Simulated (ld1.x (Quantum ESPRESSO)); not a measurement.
# PBEsol PAW dataset for S, scalar-relativistic all-electron reference.

- Element: sulfur (S)
- Generator: ld1.x (Quantum ESPRESSO) 7.5
- Type: PAW
- Functional: PBEsol
- Relativity: scalar-relativistic
- Frozen core: [Ne]
- Valence charge: 6
- Reference configuration: 3s1 3p5
- Partial waves: 3s (bound): rcut 1.00, rcutus 1.35 bohr; 3s channel at -0.9 Ry: rcut 1.00, rcutus 1.35 bohr; 3p (bound): rcut 1.30, rcutus 1.70 bohr; 3p channel at -0.2 Ry: rcut 1.30, rcutus 1.70 bohr; 3d channel at 0.45 Ry: rcut 1.05, rcutus 1.35 bohr; 3d channel at 2.75 Ry: rcut 1.05, rcutus 1.35 bohr
- Local potential: all-electron potential smoothed inside 1.10 bohr (lloc = -1)
- Core correction: Bessel-smoothed model core, default radius (core density twice the valence density)
- Augmentation charge: PSQ, inside the norm-conserving radii

All-electron outer shells of the reference configuration (PBEsol, scalar-relativistic, ld1.x):

| shell | level (eV) | outermost node (bohr) | outermost maximum (bohr) |
| --- | --- | --- | --- |
| 2s | -212.68 | 0.13 | 0.39 |
| 2p | -157.74 | – | 0.33 |
| 3s | -17.87 | 0.60 | 1.40 |
| 3p | -7.53 | 0.58 | 1.59 |

What the tests gave:

```json
{
  "Cutoffs needed": "21 Ry and 30 Ry (the cutoffs (Ry, on a coarse ladder) from which the occupation-weighted sum of valence levels, in a spherical-Bessel basis at the reference potential, stays within 10 and 1 mRy of its value at 400 Ry)",
  "Ghost test": "no extra level below or beside the all-electron valence levels (s, p, d, f tested) (spherical-Bessel basis up to 400 Ry, 20 bohr box)",
  "Largest excitation error": "-100 meV (all-electron minus pseudo) for 3s2 3p0, out of 7 test configurations",
  "Lowest eigenvalue of the overlap operator": "0.46 (s channel)",
  "Density cutoff estimated by the generator": "433 Ry"
}
```

Generation and tests took about 1.8 s on one core of a shared server CPU.
